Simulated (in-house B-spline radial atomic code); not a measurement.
Cr. Computed with a B-spline radial atomic code. Model: non-relativistic spherical atom: semilocal Troullier-Martins pseudo-atom, one channel per l, against all electrons, high spin, G0W0 and RPA with empty states to l = 8, local potential for every l without a channel, a model core (radius 0 = none) keeps its share of the functional.

The core holds an angular momentum without a channel of its own, so the local potential lets valence electrons into it.

What the tables leave out is listed at the end.

The pseudopotential gives back the lowest level of each angular momentum of its own functional in the configuration it was made in; a second state of the same l is only approximately right. Exact exchange, RPA and GW see the smooth pseudo-orbitals and miss the exchange with the core, for which the functional's share stands in. The column with an uncorrelated core keeps all orbitals and exact exchange, and so separates missing core correlation from pseudisation. Only the three outermost levels and the lowest empty one were computed. RPA here is direct RPA, with no exchange kernel, and its energies carry an (l + 1/2)⁻⁴ tail. A hybrid on a potential with a model core restores only its own semilocal share of the core's exchange.

Command:
```bash
python run_psgw.py task.json out
```
Settings (lengths in bohr, energies in hartree):
```
Z                      24
electrons              24
configuration          [Ar] 3d5 4s1
generated_in           [Ar] 3d5 4s1
functional             pbe,pbe
core_shells            5
radius_factor          1.3
core_correction        True
ion_configuration      [Ar] 3d5
```

Cost of the run: 55 s on 1 thread of Arm Neoverse N1, on a shared host.

Given: made with PBE; model core radius 1.352 bohr; local radius 3.162 bohr; mean-field start PBE0.

Valence shells of the generating configuration: 4s, 3d.

Channel: s 3.4, d 3.12 (radii in bohr).

Computed: largest level miss in the spin-unpolarised generating configuration 0 eV; valence RPA correlation energy all-electron orbitals -0.21956 hartree; valence RPA correlation energy pseudo -0.31339 hartree; all-electron RPA polarisability, core included 43.227 bohr³; pseudo-atom RPA polarisability 44.386 bohr³; ionisation by mean-field pseudo minus all 0.396 eV; ionisation by RPA all-electron 7.1765 eV.

| level | occupied | mean-field all-electron (eV) | mean-field pseudo minus all (eV) | G0W0 all-electron (eV) | G0W0 uncorrelated core minus all (eV) | G0W0 pseudo minus all (eV) | exchange self-energy all-electron (eV) | exchange self-energy pseudo (eV) |
| --- | --- | --- | --- | --- | --- | --- | --- | --- |
| 3d up | 1 | -5.4056 | 0.647 | -7.9859 | 0.223 | 1.853 | -32.687 | -19.068 |
| 4s up | 1 | -4.8496 | -0.348 | -7.1889 | 0.083 | -0.83 | -9.7467 | -9.936 |

**Question.** What is the ionisation by mean-field all-electron?

**Answer.** 6.9264 eV.

**Question.** What is the ionisation by RPA pseudo minus all?

**Answer.** 1.551 eV.

Among the listed levels the largest G0W0 shift of the pseudo-atom is +1.85 eV, for 3d up on the PBE0 start, while leaving the core uncorrelated moves that level by +0.22 eV. So pseudisation and the lost core exchange, not the missing core correlation, make the error. Not in the tables (levels of low weight, unsolved or above zero; the highest and the empty levels are kept at any weight): on PBE the pseudo-atom's empty level 4p up at -2.4 eV, below the lowest empty all-electron level, a spurious state that also inflates its RPA energy and polarisability; on PBE, a start not tabulated, the G0W0 levels 3d up (pseudo minus all +1.29 eV, weights 0.67 and 0.47), 4s up (pseudo minus all -0.31 eV, weights 0.58 and 0.72); on PBE0 the G0W0 levels 4p up (pseudo minus all -0.83 eV, weights 0.87 and 0.94); no Hartree-Fock pseudo-atom is run with a model core.
